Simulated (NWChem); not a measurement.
Program: NWChem. System: imidazole (C3H4N2), charge 0, spin multiplicity 1, at a geometry optimised with B3LYP/def2-SVP. Level: CCSDT/STO-3G, 5 core orbitals frozen.

Output (cleaned and shortened):

```
             Northwest Computational Chemistry Package (NWChem) 7.3.0
             --------------------------------------------------------

                                NWChem Input Module
                                -------------------

 Scaling coordinates for geometry "geometry" by  1.889725989
 (inverse scale =  0.529177249)

 Turning off AUTOSYM since
 SYMMETRY directive was detected!

                             Geometry "geometry" -> ""
                             -------------------------

 Output coordinates in angstroms (scale by  1.889725989 to convert to a.u.)

  No.       Tag          Charge          X              Y              Z
 ---- ---------------- ---------- -------------- -------------- --------------
    1 C                    6.0000     0.89142600     0.76174300     0.00000000
    2 C                    6.0000     0.98390800    -0.61285300     0.00000000
    3 N                    7.0000    -0.32002200    -1.05835900     0.00000000
    4 C                    6.0000    -1.12493200     0.04659700     0.00000000
    5 N                    7.0000    -0.42366500     1.15652200     0.00000000
    6 H                    1.0000     1.70704000     1.48417900     0.00000000
    7 H                    1.0000     1.83215100    -1.29274900     0.00000000
    8 H                    1.0000    -0.62274200    -2.02498400     0.00000000
    9 H                    1.0000    -2.21305000    -0.02651100     0.00000000

 Effective nuclear repulsion energy (a.u.)     162.9753922999

            Nuclear Dipole moment (a.u.)
            ----------------------------
        X                 Y               Z
 ---------------- ---------------- ----------------
     0.0000037795    -0.0000037795     0.0000000000

      Symmetry information
      --------------------

 Group name             Cs
 Group number              2
 Group order               2
 No. of unique centers     9

      Symmetry unique atoms

     1    2    3    4    5    6    7    8    9


 Summary of "ao basis" -> "" (spherical)
 ------------------------------------------------------------------------------
       Tag                 Description            Shells   Functions and Types
 ---------------- ------------------------------  ------  ---------------------
 *                           sto-3g                   on all atoms

 Summary of "ao basis" -> "ao basis" (spherical)
 ------------------------------------------------------------------------------
[...]
                   ---------------------------------------------


            General Information
            -------------------
      Number of processors :     1
         Wavefunction type : Restricted Hartree-Fock
          No. of electrons :    36
           Alpha electrons :    18
            Beta electrons :    18
           No. of orbitals :    58
            Alpha orbitals :    29
             Beta orbitals :    29
        Alpha frozen cores :     5
         Beta frozen cores :     5
     Alpha frozen virtuals :     0
      Beta frozen virtuals :     0
         Spin multiplicity : singlet
    Number of AO functions :    29
       Number of AO shells :    19
        Use of symmetry is : on
      Symmetry adaption is : on
         Schwarz screening : 0.10D-09

          Correlation Information
          -----------------------
          Calculation type : Coupled-cluster singles, doubles, & triples
   Perturbative correction : none
            Max iterations :      100
        Residual threshold : 0.10D-05
     T(0) DIIS level shift : 0.00D+00
     L(0) DIIS level shift : 0.00D+00
     T(1) DIIS level shift : 0.00D+00
     L(1) DIIS level shift : 0.00D+00
     T(R) DIIS level shift : 0.00D+00
     T(I) DIIS level shift : 0.00D+00
   CC-T/L Amplitude update :  5-th order DIIS
                I/O scheme : Global Array Library
        L-threshold :  0.10D-05
        EOM-threshold :  0.10D-05
 no EOMCCSD initial starts read in
 TCE RESTART OPTIONS
 SLICE:      F
 D4D5:       F
 quantumc:   F
 qrotation:  F
 pwtce:      F
 qducc:      F
 nacto:                         0
 nrotv:                         0
 nrot:                          0

            Memory Information
            ------------------
          Available GA space size is     249035959 doubles
          Available MA space size is     104855876 doubles

 Maximum block size supplied by input
 Maximum block size        24 doubles

 tile_dim =     10

 -------------------------------------------------
   1    alpha     a'    10 doubles       0       1
   2    alpha     a"     3 doubles      10       2
   3    beta      a'    10 doubles      13       1
   4    beta      a"     3 doubles      23       2
   5    alpha     a'     9 doubles      26       5
   6    alpha     a"     2 doubles      35       6
   7    beta      a'     9 doubles      37       5
   8    beta      a"     2 doubles      46       6

 Global array virtual files algorithm will be used

 Parallel file system coherency ......... OK

 4-electron integrals stored in orbital form

 v2    file size   =            60136
 4-index algorithm nr.  13 is used
 imaxsize =       30
 imaxsize ichop =        0
 IN MAPPING 1 for UCC(4),CCSDT,CCSDTQ


 CCSDT iterations
 --------------------------------------------------------
 Iter          Residuum       Correlation     Cpu    Wall
 --------------------------------------------------------
    1   0.3860169902121  -0.2883280376614     2.2     2.2
    2   0.1054703059683  -0.3179507905378     2.9     2.9
    3   0.0618722178662  -0.3373602740122     4.1     4.1
    4   0.0273719956986  -0.3410703490871     3.8     3.8
    5   0.0163468534333  -0.3442575764818     4.0     4.0
    6   0.0065063413562  -0.3460379083498     3.0     3.0
    7   0.0033546078858  -0.3462667433780     3.1     3.1
    8   0.0021085990924  -0.3463031955068     4.3     4.3
    9   0.0013447803224  -0.3463438848212     3.7     3.7
   10   0.0009307091058  -0.3463644580229     3.9     3.9
   11   0.0002460729998  -0.3463957286913     4.0     4.0
   12   0.0001278200191  -0.3464043165652     4.1     4.1
   13   0.0000810050099  -0.3464082270470     3.8     3.8
   14   0.0000531350520  -0.3464085207977     4.1     4.1
   15   0.0000359341327  -0.3464089051210     4.1     4.1
   16   0.0000123093999  -0.3464088243961     4.0     4.0
   17   0.0000066556990  -0.3464091541800     3.8     3.8
   18   0.0000041101725  -0.3464091585757     3.7     3.7
   19   0.0000027601916  -0.3464092027151     3.8     3.8
   20   0.0000018992783  -0.3464092203476     4.0     4.0
   21   0.0000006407793  -0.3464092491929     4.0     4.0
 --------------------------------------------------------
 Iterations converged
 CCSDT correlation energy / hartree =        -0.346409249192933
 CCSDT total energy / hartree       =      -222.331709905295838

 Singles contributions

 Doubles contributions
    19a"  (alpha)    19a"  (beta ) ---    18a"  (alpha)    18a"  (beta )       -0.1318180385

 Task  times  cpu:       81.4s     wall:       81.4s

 Total times  cpu:       81.5s     wall:       81.5s
```

Q: Write an NWChem input that would produce this output.

A: Several could match; the one computed here: 
```
start mol
memory heap 100 mb stack 700 mb global 1900 mb
geometry units angstroms nocenter noautoz
  C      0.891426     0.761743     0.000000
  C      0.983908    -0.612853     0.000000
  N     -0.320022    -1.058359     0.000000
  C     -1.124932     0.046597     0.000000
  N     -0.423665     1.156522     0.000000
  H      1.707040     1.484179     0.000000
  H      1.832151    -1.292749     0.000000
  H     -0.622742    -2.024984     0.000000
  H     -2.213050    -0.026511     0.000000
  symmetry group Cs
end
basis spherical
  * library sto-3g
end
scf
  rhf
  nopen 0
  maxiter 100
  thresh 1e-7
  semidirect memsize 60000000 filesize 0
end
tce
  freeze core 5
  ccsdt
  2eorb
  2emet 13
  thresh 1e-6
  maxiter 100
  tilesize 24
end
task tce energy
```
